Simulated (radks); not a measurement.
Values are calculated unless marked as measured or tabulated.
Task: Species: the osmium ion Os3+. Configuration: [Xe] 4f14 5d5. Code: a radial shooting solver on a logarithmic mesh with Libxc functionals. Model: Dirac Kohn-Sham, PBE, spin-unpolarised, spherical densities, finite nucleus; open shells fill j = l - 1/2 first; Fermi nuclear charge, rms radius 5.4126 fm.

Spin-orbit splittings of the eigenvalues, e(l+1/2) - e(l-1/2), with zeta = 2 splitting/(2l+1) and mean radii in bohr:

| shell | occ. | splitting (eV) | zeta (eV) | <r> j=l-1/2 | <r> j=l+1/2 |
|---|---|---|---|---|---|
| 2p | 6 | ? | ? | 0.06130 | 0.06950 |
| 3p | 6 | 333.9 | 222.6 | 0.1835 | 0.1986 |
| 3d | 10 | 72.33 | 28.93 | 0.1734 | 0.1781 |
| 4p | 6 | 78.43 | 52.28 | 0.4357 | 0.4692 |
| 4d | 10 | 14.53 | 5.811 | 0.4824 | 0.4937 |
| 4f | 14 | 2.807 | 0.8021 | 0.5520 | 0.5602 |
| 5p | 6 | 12.36 | 8.242 | 1.094 | 1.190 |
| 5d | 5 | 1.263 | 0.5054 | 1.588 | 1.634 |

Estimate the 2p splitting.

Result: 1531 eV (zeta = 1021 eV).
